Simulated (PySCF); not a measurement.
C2H2F3O, SMILES FC([CH]O)(F)F, multiplicity 2. Atoms are numbered in the order given.

```xyz
8

O     -2.0139    -0.3338     0.0917
C     -0.8333    -0.7080    -0.4370
C      0.3928     0.0331    -0.0489
F      0.3004     0.4162     1.2510
F      1.4906    -0.7168    -0.1974
F      0.5968     1.1680    -0.7589
H     -1.8520     0.1202     0.9349
H     -0.8834    -1.2069    -1.4055
```
Charge 0, spin multiplicity 2.

Geometry: B3LYP-D3(BJ)/def2-SVP. The isomer is the one that the SMILES or the coordinates give; other isomers of the formula were not compared. Other conformers were not sampled.

Level of theory: TDA-ωB97X/def2-SVPD run with PySCF 2.14.0.

Vertical excitations. The molecule is in vacuum.

Q: Estimate the UV-visible absorptions. (The exact figures need the calculation; the answer reports its results.)

A: 
```csv
state,energy (eV),λ (nm),f,main pairs
root 1,5.70,217,0.001,α HOMO→LUMO 82 %
root 2,6.48,191,0.006,β HOMO→LUMO 91 %
root 3,6.81,182,0.010,"α HOMO→LUMO+1 71 %, α HOMO→LUMO+2 17 %"
root 4,7.35,169,0.027,"α HOMO→LUMO+2 21 %, α HOMO→LUMO+4 17 %, α HOMO→LUMO 8 %, α HOMO→LUMO+1 7 %, β HOMO−1→LUMO 15 %"
root 5,7.48,166,0.064,"α HOMO→LUMO+2 6 %, α HOMO→LUMO+3 6 %, α HOMO→LUMO+1 5 %, β HOMO−1→LUMO 64 %"
root 6,8.35,148,0.016,"α HOMO→LUMO+3 44 %, α HOMO→LUMO+5 17 %, α HOMO→LUMO+6 12 %, β HOMO−1→LUMO 9 %"
root 7,8.47,146,0.017,"α HOMO→LUMO+3 29 %, α HOMO→LUMO+5 21 %, α HOMO→LUMO+7 9 %, α HOMO→LUMO+13 8 %"
root 8,8.56,145,0.009,"α HOMO→LUMO+2 34 %, α HOMO→LUMO+4 26 %, α HOMO→LUMO+10 16 %"
root 9,8.81,141,0.002,"β HOMO−3→LUMO 55 %, β HOMO−8→LUMO 17 %, β HOMO−6→LUMO 14 %"
root 10,8.99,138,0.051,"α HOMO→LUMO+7 33 %, α HOMO→LUMO+9 13 %, α HOMO→LUMO+8 11 %, α HOMO→LUMO+12 11 %"
```
Unrestricted roots are not spin-pure.
